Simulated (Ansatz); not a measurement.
# Worked example: C2H8OSn → C2H5O + SnH3

Species: C2H8OSn `CC[O][SnH3]`, singlet; C2H5O `CC[O]`, doublet; SnH3 `[SnH3]`, doublet. 

Shapes, held fixed at every level: PBE0-D4/def2-TZVP. Flexible molecules stand in one conformer, not always the lowest. Programs: Ansatz 0.2.0. The zero-point and thermal change to 298 K, harmonic and unscaled (PBE0-D4/def2-TZVP), is -16.8 kJ/mol.

At CCSD(T)/def2-TZVPP; 1 Eh = 2625.50 kJ/mol:

```
species  energy (Eh)
C2H8OSn  -369.646115
  C2H5O  -154.123116
   SnH3  -215.393642
```

Q: Work out ΔH(298 K) of the reaction at this level.

A: 
1. Products less reactants: (-154.123116) + (-215.393642) − [(-369.646115)] = 0.129357 Eh = +339.6 kJ/mol.
2. With the thermal change: +339.6 + (-16.8) = +322.8 kJ/mol.

Other levels give +179.8 (HF/def2-SVP) to +311.7 kJ/mol (B2PLYP/def2-TZVPP). No measured value is set beside it here. Open shells run unrestricted. For atoms past krypton def2 sets carry core potentials with scalar relativity. Outer-core shells of Sn are correlated in most correlated rows, in sets that cover them unevenly. CCSD(T)/def2-TZVPP lies outside the range of all other levels here, so it shouldn't be taken on trust. The median of the other levels is +292.1 kJ/mol.
